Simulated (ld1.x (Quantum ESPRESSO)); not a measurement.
Bi: one change to a TM potential, before and after

ld1.x (Quantum ESPRESSO) 7.5 input, shortened:

```
&input
   title='Bi', zed=83., rel=1, dft='PZ', iswitch=3,
   config='[Xe] 4f14 5d10 6s2 6p3 6d-2'
 /
 &inputp
   pseudotype=2, tm=.true., lloc=-1, rcloc=1.25,
   nlcc=.true., rcore=0.90
 /
3
6S  1  0   2.00   0.00  1.45  1.45  0.0
6P  2  1   3.00   0.00  2.20  2.20  0.0
6D  3  2  -2.00   0.25  2.00  2.00  0.0
 &test
   configts(1)='6s2 6p3'
 /
```

Change: local potential all-electron potential smoothed inside 0.82 bohr (lloc = -1).

Cutoffs: the cutoffs (Ry, on a coarse ladder) from which the occupation-weighted sum of valence levels, in a spherical-Bessel basis at the reference potential, stays within 10 and 1 mRy of its value at 400 Ry; they do not see the model core or the augmentation charge, which bear on the density cutoff. Errors are all-electron minus pseudo energies relative to the spin-unpolarised reference configuration.

Task: Predict the effect on cutoff, ghosts and configuration errors.

Result: The potential gets neither clearly harder nor softer (45 Ry and 160 Ry → 40 Ry and 160 Ry); both files keep a bound ghost (d, p, s); the number of tests that count goes from 9 to 4; of the 4 tests that both files solve, the error grows in 0 and shrinks in 1 by more than 15 % and 0.3 meV (median size 125.3 → 130.2 meV); the range in which the s phases agree widens (upper end 2.0 → 4.4); the range in which the p phases agree narrows (upper end 3.3 → 0.1).

```tsv
quantity	base	changed
cutoff, loose	45 Ry	40 Ry
cutoff, tight	160 Ry	160 Ry
loose cutoff by channel (10 mRy a level)	s 40 Ry, p 18 Ry	s 40 Ry, p 6 Ry
bound ghosts	d, s, p	s, p, d
tests counted (converged, no solver errors)	9 of 9	4 of 9
error for 6s2 6p0, meV [ΔE 47.43 eV]	-246	-256
error for 6s2 6p3.3, meV [ΔE -1.15 eV]	+0.3	+0.6
error for 6s1 6p0, meV [ΔE 93.35 eV]	-840	-866
error for 6s2 6p3 (spin-polarised), meV [ΔE -1.02 eV]	-5.0	-4.2
s: phases at 2.40 bohr within 0.05 rad from the reference energy up to (Ry; the scan ends near 5)	2.0	4.4
p: phases at 2.40 bohr within 0.05 rad from the reference energy up to (Ry; the scan ends near 5)	3.3	0.1
d: phases at 2.40 bohr within 0.05 rad from the reference energy up to (Ry; the scan ends near 5)	1.1	1.4
```

Base: These tests converged, but a pseudo level misses the all-electron one widely, so the file describes the atom poorly there or has found another state: 6s1 6p0: empty 6p by 4.2 eV (a node warning on the way). Changed file: Tests not counted: 6s2 6p2 (solver errors, printed error -16.1 eV); 6s2 6p1 (solver errors, printed error -4.4 eV); 6s1 6p4 (solver errors, printed error -88.1 eV); 6s1 6p3 (solver errors, printed error -67.9 eV); 6s2 6p2 (spin-polarised) (solver errors, printed error -15.8 eV). These tests converged, but a pseudo level misses the all-electron one widely, so the file describes the atom poorly there or has found another state: 6s2 6p0: empty 6p by 5.0 eV. A true bound ghost makes a file unfit for plane-wave use even where its test errors are small: the radial tests pick states by their node count and pass the ghost by. Where a test does run into it, the solver fails or the error is huge.
